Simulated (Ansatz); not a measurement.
A search over several starts for the lowest SCF solution of the cluster Na4H5⁻ at the given spin, in a small basis.

```yaml
crystal:
  periodic: [false, false, false]
  atoms:
    - {symbol: Na, position_ang: [-1.229718, -0.491433, 1.770333]}
    - {symbol: Na, position_ang: [-0.115447, 2.145535, 0.516442]}
    - {symbol: Na, position_ang: [1.318918, 0.482794, -1.704340]}
    - {symbol: Na, position_ang: [0.216971, -2.152388, -0.442501]}
    - {symbol: H, position_ang: [0.691308, -0.054711, 0.489898]}
    - {symbol: H, position_ang: [1.190740, -1.615351, -2.337034]}
    - {symbol: H, position_ang: [-1.633446, 1.649056, 2.020158]}
    - {symbol: H, position_ang: [0.866956, 2.608084, -1.393095]}
    - {symbol: H, position_ang: [-1.306292, -2.571585, 1.080147]}
basis:
  gaussian: {orbitals: def2-SVP, initial_orbitals: start.molden}
total_charge: -1
hamiltonian: {xc: pbe0, dispersion: d4}
output: {orbitals: {seedname: orbitals}}
```

The file start.molden holds the orbitals of an earlier run on this structure, at another level or in another basis.

```sh
$ ansatz run in.yaml --threads 4 --pin off --events-out ev --progress --plain --max-ram 3916MiB
```

Shortened log:

```
Functional definition: PBE0
795 factors; integrals over basis functions are off by at most 5.5e-4 eV
mean field evaluation 1: about -17700.3711 eV, gradient 1.4e2 eV
mean field evaluation 2: about -17714.4501 eV, gradient 1.9e1 eV
mean field evaluation 4: about -17728.1931 eV, gradient 3.4e0 eV
mean field evaluation 8: about -17728.3860 eV, gradient 4.0e-3 eV
mean field evaluation 16: about -17728.3859 eV, gradient 1.1e-1 eV
mean field -17728.38600763 eV, -651.5061690488 hartree, gradient 3.5e-5 eV, S^2 0.000000; 1 other end points of the search recorded, 0 dependent functions left out
reference -17728.38605040 eV, -651.5061706206 hartree; 25, 25 occupied and 60, 60 virtual orbitals, 795 factors
Total energy: -17728.70188166 eV, -651.5177772052 hartree
```

It took 4 s on 4 threads of Intel Xeon on a shared host.

The structure comes from a short search, and lower isomers may exist.
